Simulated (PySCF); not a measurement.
Cl₂Hg, charge -1, multiplicity 2. Atoms are numbered in the order given.

```xyz
3

Hg     0.0000     0.0000     0.0742
Cl     0.0000    -2.6861    -0.1745
Cl     0.0000     2.6861    -0.1745
```
Charge -1, spin multiplicity 2.

Geometry optimised at PBE-D3(BJ)/def2-SVPD. The spin state was assumed, not searched. The isomer is the one that the SMILES or the coordinates give; other isomers of the formula were not compared. The def2 effective core potentials stand for the cores of Hg; spin–orbit coupling is left out.

Method: ωB97X/def2-TZVPD in PySCF.

Mulliken values depend strongly on the basis, most of all with diffuse functions as here. ESP charges are fitted to the potential on shells at 1.4 to 2.0 van der Waals radii. Atomic charges (e):

| atom | Mulliken | ESP fit | Mulliken spin |
|---|---|---|---|
| Hg1 | 0.32 | (withheld) | 0.58 |
| Cl2 | -0.66 | (withheld) | 0.21 |
| Cl3 | -0.66 | (withheld) | 0.21 |

Problem. Fill in the missing entries. (Estimate from the structure and the level; the computed values follow.)

Solution. 
- Hg1, ESP fit: 0.35
- Cl2, ESP fit: -0.68
- Cl3, ESP fit: -0.68
